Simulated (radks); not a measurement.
Results of a calculation; reference values are marked as such.
Problem. Re30+, configuration [Kr] 4d9. Code: a radial shooting solver on a logarithmic mesh with Libxc functionals. Model: scalar-relativistic Kohn-Sham, PBE, spin-unpolarised, spherical densities, point nucleus. Some entries of the table are withheld. Estimate them.

orbital  occ.  eigenvalue (eV)  <r^2> (bohr^2)
1s          2        -72755.99       0.0004477
2s          2              (1)        0.006878
2p          6        -11937.24             (2)
3s          2        -3973.213         0.04416
3p          6        -3505.538             (3)
3d         10        -2979.354         0.03709
4s          2        -1596.558          0.1919
4p          6        -1430.502          0.2087
4d          9              (4)             (5)

Solution. 
(1) 2s eigenvalue (eV): -13521.79
(2) 2p <r^2> (bohr^2): 0.005713
(3) 3p <r^2> (bohr^2): 0.04486
(4) 4d eigenvalue (eV): -1228.888
(5) 4d <r^2> (bohr^2): 0.2167
